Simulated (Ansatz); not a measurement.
Isomers of Mg3Cl4⁺ (doublet), relaxed with PBE0-D4/def2-SVP; total energies from Ansatz at r2SCAN0-D4/def2-TZVP.

```json
{"isomer": "A", "description": "point group Cs; 8 × Cl–Mg 2.30 to 2.59 Å", "energy (Eh)": "-2441.00415"}
{"isomer": "B", "description": "point group C2v; 8 × Cl–Mg 2.30 to 2.56 Å", "energy (Eh)": "-2441.01334"}
{"isomer": "C", "description": "point group not assigned; 7 × Cl–Mg 2.18 to 2.46 Å", "energy (Eh)": "-2441.00243"}
{"isomer": "D", "description": "point group Cs; 7 × Cl–Mg 2.18 to 2.51 Å", "energy (Eh)": "-2441.00064"}
{"isomer": "E", "description": "point group not assigned; 6 × Cl–Mg 2.17 to 2.55 Å", "energy (Eh)": "-2440.95372"}
```

The isomers come from a short search, and lower ones may exist.

Q: Work out the relative energies (1 Eh = 2625.5 kJ/mol) and the Boltzmann populations at 500 K from electronic energies alone (R = 8.314 J/mol/K).

A: ΔE: A 24.1, B 0.0, C 28.6, D 33.3, E 156.5 kJ/mol. RT = 4.16 kJ/mol. Factors exp(−ΔE/RT): A 0.00305, B 1, C 0.00103, D 0.000334, E 4.59e-17; sum 1.004. Populations: A 0.3 %, B 99.6 %, C 0.1 %, D 0.0 %, E 0.0 %. Zero-point energy, vibrational entropy and symmetry numbers are left out and can shift these; an error of 4 kJ/mol changes a ratio by a factor of 2.6. Over the other density-functional and correlated levels in def2 sets, the gap between B and A ranges from 17 to 34 kJ/mol.
